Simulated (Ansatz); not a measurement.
The same path of CH$_{2}$ClNSn (6 atoms, charge 0, multiplicity 1) was run twice with different band settings. Lost on the way: C2–Sn3, Sn3–H5. Made: C2–H5.

Method: RKS B3LYP/def2-SVP in Ansatz 0.2.0.

Relaxed end points:

```xyz
6
Properties=species:S:1:pos:R:3
N 1.829 -1.634 1.090
C 1.063 -0.889 0.634
Sn -0.322 0.499 -0.201
Cl -1.977 -0.801 -1.262
H 0.498 1.406 -1.390
H -1.049 1.354 1.083
```

```xyz
6
Properties=species:S:1:pos:R:3
N 0.823 0.161 -0.067
C 1.838 -0.373 -0.175
Sn -1.498 1.218 -0.125
Cl -2.405 -0.879 -0.997
H 2.787 -0.880 -0.275
H -1.504 0.688 1.593
```

Common settings: movable images 5; climbing image yes; spring 5.0 eV/Å²; optimiser quadratic models (default); start path through a guess of the saddle point; force threshold 0.05 eV/Å; end points relaxed.

| run | iteration limit |
| --- | --- |
| 1 | 60 |
| 2 | 6 |

(1) What does each run give, and how far can it be trusted?

Results:

(1) Run 1: converged after 30 iterations, highest image 2.226 eV above the first end. Neighbouring images differ by up to 2.2 eV, so the band resolves the path poorly. A vibrational analysis at the climbing image gives one clearly imaginary mode, 1160i cm⁻¹: a first-order saddle point.
Run 2: not converged after 6 iterations, highest image 4.148 eV above the first end. The band didn't meet its force threshold, so its energies are provisional: the largest band force was still 21.82 eV/Å, and over the last iterations the top moved between 4.15 and 25.76 eV.
The orbitals stay closed-shell, which can raise the energy where a bond breaks towards radicals; this wasn't checked here.
